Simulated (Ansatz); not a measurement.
Two members of one family (Series SiCl2X2), computed with Ansatz in the gas phase. The two geometries come from different levels. Binding counts from free atoms in the multiplicity of their measured ground term, without zero-point energy. A dash marks a value that wasn't run or was left out as unsound. The structures are stationary points that may keep the symmetry of their start. Remarks come from the PBE and PBE0 runs and from stability tests at other levels; not every state was tested. HOMO above LUMO (over both spins in singlets and doublets, within one spin in higher multiplets; at PBE or PBE0), or a gap under 0.15 eV within one spin, warns that the state may not be the lowest or that an electron is smeared out.

First: SiF2Cl2 (singlet, charge 0, PBE0-D4/def2-SVP geometry).

Cartesian coordinates in Å:
```
Si 0.017 0.073 -0.001
F -0.648 1.209 0.904
F 1.112 0.775 -0.929
Cl -1.401 -0.773 -1.162
Cl 0.920 -1.285 1.187
```

```csv
level,HOMO (eV),LUMO (eV),gap (eV),vertical IE (eV),binding per atom (eV)
PBE-D4/def2-SVP,-8.28,-0.83,7.46,–,4.12
r2SCAN-D4/def2-TZVP,-8.89,-0.74,8.14,12.07,4.16
PBE0-D4/def2-SVP,-9.86,0.19,10.05,–,3.98
PBE0-D4/def2-TZVP,-9.97,-0.15,9.82,12.29,4.08
CAM-B3LYP-D4/def2-TZVP,-11.34,0.95,12.29,–,4.09
```

Second: Si(SH)2Cl2 (singlet, charge 0, PBE-D4/def2-SVP geometry).

```xyz
7

Si   -0.119    0.021   -0.053
S     0.705   -1.826    0.632
H    -0.520   -2.343    0.936
S     1.421    1.457    0.305
H     1.011    2.257   -0.720
Cl   -1.886    0.407    0.969
Cl   -0.612    0.028   -2.070
```

Task: What does the change do? Estimate second minus first.

Result: 
```tsv
level	Δ HOMO (eV)	Δ LUMO (eV)	Δ gap (eV)	Δ vertical IE (eV)	Δ binding per atom (eV)
PBE-D4/def2-SVP	1.61	-0.69	-2.31	–	-0.87
r2SCAN-D4/def2-TZVP	1.73	-0.91	-2.65	-2.30	-0.89
PBE0-D4/def2-SVP	1.84	-0.80	-2.65	–	-0.79
PBE0-D4/def2-TZVP	1.86	-0.83	-2.69	-2.29	-0.84
CAM-B3LYP-D4/def2-TZVP	1.92	-0.81	-2.73	–	-0.92
```

Remarks: gap within one spin near zero at PBE or PBE0 (+1 doublet), HOMO above LUMO (+1 doublet).
